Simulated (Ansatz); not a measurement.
Consider the substitution at a C–Ge bond: `C=[CH][GeH2][Cl]` + `BN` → `BNC=C` + `[Cl][GeH3]`.

Calculated with Ansatz (gas phase, PBE0-D4/def2-TZVP geometries, no zero-point term in ΔE). CBS: MP2 limit from def2 TZ/QZ plus the TZ coupled-cluster correction, frozen cores. This one scheme is used for every species. DFT in def2-TZVPP. B3LYP here is the variant with VWN-RPA as its local correlation; programs differ in this. HSE06 is defined as in plane-wave codes. For Ge outer-core shells are correlated without core-valence functions, which leaves a few kJ/mol of doubt a bond. Scalar relativity is left out up to krypton. One conformer a species, not always the lowest.

| level | ΔE (kcal/mol) | difference from CCSD(T)/CBS |
| --- | --- | --- |
| LDA (SPW92) | 2.7 | -5.7 |
| B3LYP-D4 | 5.8 | -2.6 |
| HSE06-D4 | 5.5 | -2.9 |
| PBE-QIDH | 6.8 | -1.6 |
| revPBE | 4.9 | -3.5 |
| BLYP | 4.6 | -3.8 |
| HF/def2-SVP | 3.9 | -4.5 |
| HF/def2-TZVPP | 5.6 | -2.8 |
| SCS-MP2/def2-TZVPP | 8.3 | -0.1 |
| MP2/def2-QZVPP | 8.8 | 0.4 |
| CCSD(T)/CBS | 8.4 | 0 |

Largest T1 diagnostic among the species: 0.013.

Leaving LDA and LC-ωPBE aside and taking each functional with its dispersion term where it has one, the values, not all of them listed here, spread over 2.2 kcal/mol, from B97M-V to ωB97M-V. LDA lies −1.9 kcal/mol from PBE without D4. The D4 term adds +0.9 kcal/mol with B3LYP and +0.5 kcal/mol with PBE0; it sums over pairs of atoms, weighted by their polarisabilities, and B3LYP, whose exchange is more repulsive, gets the larger term.

CCSD(T)/CBS has its own doubt, a few kJ/mol and more with outer-core shells, so smaller differences from it don't rank the levels.
